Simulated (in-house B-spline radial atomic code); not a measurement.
# C²⁺: [He] 2s1 4f1 (an excited or competing configuration)

All numbers are computed (Dirac-Hartree-Fock, average of configuration; Fermi nucleus of rms radius 2.4702 fm) with an all-electron radial atomic-structure program (B-spline basis), not measured.

Z_r = [3n² - l(l+1)]/(2<r>); Z_e = n√(-2ε); the last column is Slater's effective charge. Values are occupation-weighted means over j.

```
shell  electrons   ε (eV)  <r> (bohr)   Z_r   Z_e  Slater
   1s          2  -361.85      0.2672  5.61  5.16    5.70
   2s          1  -59.275        1.28  4.69  4.17    4.30
   4f          1   -7.661       5.986  3.01  3.00    3.00
```

The least bound orbital is 4f7/2 at -7.661 eV, and it is also the most diffuse (<r> = 5.987 bohr).

Spin-orbit splittings of the orbital energies (j = l + 1/2 above j = l - 1/2 when positive): 4f 7.777e-05 eV.

For the 1s electron the small component carries 0.043 % of the norm, the zero-frequency Breit interaction raises the level by 0.06827 eV, self-energy by 0.0226 eV, and vacuum polarisation lowers it by 0.0009905 eV.
